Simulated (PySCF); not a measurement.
**Structure revision by computed shifts**

A compound C7H10P2 gives the data below (simulated from a calculation) and was assigned the structure `Cc1pcpc(C)c1C`.

13C{1H} NMR (computed): δ 220.9 (C), 187.9 (C), 164.1 (CH), 136.5 (CH), 39.7 (CH2), 31.2 (CH3), 25.9 (CH3).

1H NMR (400 MHz, computed): δ 9.33 (m, 1H), 8.17 (m, 1H), 3.38 (m, 3H), 3.15 (m, 2H), 1.31 (t, 3H).

PySCF calculation with GFN2-xTB structure and GIAO PBE0/pcSseg-1 shieldings; single conformer, non-relativistic Hamiltonian, rapidly exchanging positions averaged, no solvent model.

References, each an isolated molecule treated in the same way: TMS for 1H, 13C.

Q: Compare with the shifts computed for the proposed structure, pairing carbons in order of shift.

A: Mapped SMILES: `[CH3:1][c:2]1[p:3][cH:4][p:5][c:6]([CH3:7])[c:8]1[CH3:9]`. Each H is labelled by its parent atom.

```json
{"atom": "C4", "computed for proposal": "194.7", "given list": "220.9", "difference": "-26.2"}
{"atom": "C2", "computed for proposal": "176.7", "given list": "187.9", "difference": "-11.2"}
{"atom": "C6", "computed for proposal": "176.7", "given list": "164.1", "difference": "+12.6"}
{"atom": "C8", "computed for proposal": "147.6", "given list": "136.5", "difference": "+11.1"}
{"atom": "C1", "computed for proposal": "30.0", "given list": "39.7", "difference": "-9.7"}
{"atom": "C7", "computed for proposal": "30.0", "given list": "31.2", "difference": "-1.2"}
{"atom": "C9", "computed for proposal": "19.7", "given list": "25.9", "difference": "-6.2"}
```

The rms difference is 13.3 ppm and the largest -26.2 ppm at C4 (aromatic CH). The proposal also would give 5 carbon signals, not 7. The carbon types in order of shift don't match either: CH, C, C, C, CH3, CH3, CH3 for the proposal against C, C, CH, CH, CH2, CH3, CH3 in the data. The proposal doesn't fit.

Q: Which isomer fits?

A: `C(C)c1ccpc(C)p1`.

δC 220.9, 187.9: substituted aromatic carbon. δC 164.1, 136.5: aromatic CH. δH 9.33, 8.17: hydrogen on an aromatic CH; the ring current deshields protons in the ring plane. δH 3.15: hydrogen on an sp3 CH2 on an aromatic ring; benzylic-type position, deshielded by the ring.

Other isomers checked: CC(C)c1cpccp1 (rms 15.8 ppm).

The shifts were computed for this structure.

Splittings by 31P in the carbon and heteronuclear signals aren't shown, as no couplings were computed. Shifts are as computed. Against solution values, carbons near 30 ppm lie about +3 ppm off and those near 130 ppm about +5 ppm. Of 1211 compounds with measured shifts, 218 miss one by over three times the rms of a fit or turn the order of signals round; such compounds aren't used in these exercises. No couplings were computed; multiplicities are counted from neighbouring protons, with m where these are inequivalent, close in shift, in a saturated or five-membered ring or joined by F or P, and br s for small geminal =CH2 splittings.
